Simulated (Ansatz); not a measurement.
Reaction (ligand exchange at the In–Cl bond): `[Cl][InH][Cl]` + `CCNC` → `CC[N](C)[InH][Cl]` + HCl

Program: Ansatz. Geometries: PBE0-D4/def2-TZVP. ΔE: electronic, gas phase. CBS: MP2 limit from def2 TZ/QZ plus the TZ coupled-cluster correction, frozen cores. This one scheme is used for every species. DFT in def2-TZVPP. B3LYP here is the variant with VWN-RPA as its local correlation; programs differ in this. Elements past krypton have def2 core potentials. For In outer-core shells are correlated without core-valence functions, which leaves a few kJ/mol of doubt a bond. Each species was taken in one conformer, which may not be the lowest.

**Question.** Is it downhill or uphill in electronic energy at CCSD(T)/CBS, and by how much? (Best estimate.)

**Answer.** The calculation gave: Uphill: ΔE = +0.98 eV.

**Question.** What do these levels give: PBE-D4, ωB97X-V, ωB97M-V, B2PLYP, PBE0, B3LYP, HF/def2-TZVPP, CCSD/def2-TZVPP, CCSD(T)/def2-TZVPP, SCS-MP2/def2-QZVPP, MP2/CBS(def2), CCSD/CBS(def2)? (An estimate is asked.)

**Answer.** The calculation gave: PBE-D4 1.03, ωB97X-V 1.12, ωB97M-V 1.12, B2PLYP 1.11, PBE0 1.20, B3LYP 1.21, HF/def2-TZVPP 1.50, CCSD/def2-TZVPP 1.05, CCSD(T)/def2-TZVPP 0.98, SCS-MP2/def2-QZVPP 1.01, MP2/CBS(def2) 0.94, CCSD/CBS(def2) 1.05 eV.

Largest T1 diagnostic among the species: 0.015.

In def2-TZVPP, CCSD(T) changes the Hartree–Fock value by −0.52 eV (the triples alone add −0.07 eV) and MP2 by −0.56 eV. From PBE to PBE0 (25 % exact exchange), in def2-TZVPP and without D4, ΔE moves by +0.09 eV.
